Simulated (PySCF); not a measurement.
trifluoro(fluorosilyloxy)silane (F4H2OSi2), SMILES [SiH2](F)O[Si](F)(F)F.

Coordinates come from a PBE0-D3(BJ)/def2-SVP optimisation. One conformer was computed; it need not be the lowest.

Level of theory: TDDFT-ωB97X/def2-SVPD run with PySCF.

Vertical excitations. Isolated molecule, no solvent.

```tsv
state	energy (eV)	λ (nm)	f	main pairs
S1	8.55	145	0.002	HOMO→LUMO+1 66 %, HOMO→LUMO 23 %
S2	8.79	141	0.018	HOMO→LUMO 47 %, HOMO→LUMO+1 24 %, HOMO→LUMO+3 12 %, HOMO→LUMO+2 11 %
S3	9.94	125	0.127	HOMO→LUMO+2 79 %
S4	10.08	123	0.031	HOMO−1→LUMO 84 %
S5	10.38	119	0.161	HOMO−2→LUMO 49 %, HOMO→LUMO+3 28 %
S6	10.66	116	0.043	HOMO−1→LUMO+1 77 %
S7	10.84	114	0.021	HOMO−2→LUMO+1 78 %
S8	11.12	111	0.135	HOMO−3→LUMO+1 34 %, HOMO−2→LUMO 17 %, HOMO→LUMO+3 15 %, HOMO→LUMO 6 %
S9	11.22	111	0.044	HOMO−3→LUMO+1 46 %, HOMO→LUMO+3 12 %, HOMO−2→LUMO 12 %
S10	11.29	110	0.052	HOMO−4→LUMO 68 %, HOMO−4→LUMO+3 11 %
T1	8.13	153	0	HOMO→LUMO+1 69 %, HOMO→LUMO 17 %
T2	8.36	148	0	HOMO→LUMO 43 %, HOMO→LUMO+3 20 %, HOMO→LUMO+1 17 %, HOMO→LUMO+2 13 %
T3	9.36	132	0	HOMO→LUMO+2 30 %, HOMO→LUMO+3 29 %, HOMO→LUMO+6 9 %
T4	9.66	128	0	HOMO−1→LUMO 68 %
```
Triplets are in the Tamm–Dancoff approximation, which puts them higher than full response would, so one can lie above its singlet here.
